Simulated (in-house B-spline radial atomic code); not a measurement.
Results of a calculation; reference values are marked as such.
# Making a Troullier-Martins s channel for Ni, r_c = 2.53 bohr

Ni, [Ar] 3d8 4s2, non-relativistic LDA (VWN5), spherical and spin-unpolarised, from an all-electron radial atomic-structure program (B-spline basis) (atomic units). The all-electron 4s level is ε = -0.210765 hartree, its outermost node lies just inside 0.94 bohr and its outer maximum at 2.23 bohr.

Inside r_c the pseudo-orbital is u(r) = r^1 exp(p(r)), with p = c0 + c2 r² + c4 r⁴ + … + c12 r¹². The seven coefficients follow from p and its first four derivatives at r_c, from zero curvature of the screened potential at the origin, c4 = −c2²/(2l + 5), and from the norm inside r_c. At r_c the all-electron orbital has P = 0.6300452, P' = -0.08985025, the screened potential V = -0.4119258, V' = 0.3408694, V'' = -0.4425505, and the norm inside is Q = 0.4559888.

Problem. What are p, p' and p'' at r_c?

Solution. p = ln(P/r_c^1) = ln(0.6300452/2.53) = -1.39018. p' = P'/P − 1/r_c = -0.14261 − 0.39526 = -0.53787. The radial equation gives p'' = 2(V − ε) − 2(1) p'/r_c − p'² = -0.40232 − (-0.42519) − 0.28930 = -0.26643. Differentiating, p''' = 2V' + 2(1)p'/r_c² − 2(1)p''/r_c − 2p'p'' = 0.43769, and p'''' = 2V'' − 4(1)p'/r_c³ + 4(1)p''/r_c² − 2(1)p'''/r_c − 2p''² − 2p'p''' = -0.93588.

For a trial c2 the five matching conditions are linear in c0, c6, c8, c10 and c12, and c2 is varied until the norm inside r_c equals Q. The root nearest zero gives:

```csv
n,c_n
0,-1.679502
2,0.3483217
4,-0.02426561
6,-0.02314561
8,0.005705909
10,-0.000530597
12,1.812984e-05
```

Problem. Check c4 and p(r_c), and find the screened pseudopotential at the origin.

Solution. −c2²/5 = -0.0242656, as listed. The terms c_n r_c^n are -1.67950, 2.22957, -0.99420, -6.07004, 9.57831, -5.70125, 1.24692, which sum to -1.39018. Inverting the radial equation, V_l(r) = ε + 1 p'/r + (p'' + p'²)/2, so V_l(0) = ε + (2l + 3) c2 = -0.210765 + 3 × (0.348322) = 0.8342 hartree, finite where the all-electron potential diverges.

Orbitals and screened potentials:

```tsv
r (bohr)	P	u	V all-electron	V pseudo
0.253	0.08034	0.04823	-53.01	0.832
0.632	-0.2605	0.1347	-9.906	0.7535
1.012	0.08299	0.2578	-3.353	0.3915
1.392	0.4085	0.4205	-1.572	-0.2785
1.771	0.5823	0.5713	-0.8971	-0.7651
2.15	0.6411	0.64	-0.5827	-0.6538
2.53	0.63	0.63	-0.4119	-0.4119
```

Logarithmic derivatives P'/P at R = 2.83 bohr, for energies E around ε:

```
E − ε (hartree)  all-electron     pseudo
           -0.5      0.734832   0.730395
          -0.25      0.354057   0.351707
           -0.1     0.0346314  0.0339826
              0     -0.248253  -0.248253
            0.1     -0.627938   -0.62956
           0.25      -1.57598   -1.60213
            0.5      -11.6134   -15.7668
```

Problem. With P(R) = 0.5935946 and a norm of 0.5688459 inside R, what slope in energy does norm conservation fix?

Solution. d(P'/P)/dE = −2 × (norm inside R)/P(R)² = -3.2288 per hartree·bohr at E = ε, for both atoms, since orbital and norm agree at R. Differences over ±0.1 hartree give -3.3128 (all-electron) and -3.3177 (pseudo), which also hold third-order terms. Half a hartree below ε the two curves differ by -0.0044.
